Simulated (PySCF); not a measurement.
## How methods differ on the ionisation energy of N²⁺

N²⁺ [He] 2s2 2p1 (2P) → N³⁺ [He] 2s2 (1S), as a difference of total energies. All numbers are calculated (PySCF 2.14, the non-relativistic Hamiltonian (point nucleus), in dyall-acv3z). Correlated levels: valence: 1s2 frozen; valence and next inner shell: nothing frozen; virtual orbitals above 40 to 60 times the deepest correlated orbital energy dropped. The calculations carry no spin-orbit coupling.

Q: Order these methods by the ionisation energy they give, lowest first.
A. TPSS
B. UHF
C. MP2 (valence)
D. LDA

A: B (47.299 eV), C (47.489 eV), D (47.871 eV), A (48.224 eV).

A first-order spin-orbit estimate (lowest level to lowest level, LS coupling) adds 0.014 eV.

Errors of the correlated levels include the incompleteness of this basis and the frozen core.

For comparison: 47.445 eV (semi-empirical (NIST evaluation); NIST Atomic Spectra Database, ionization energies).
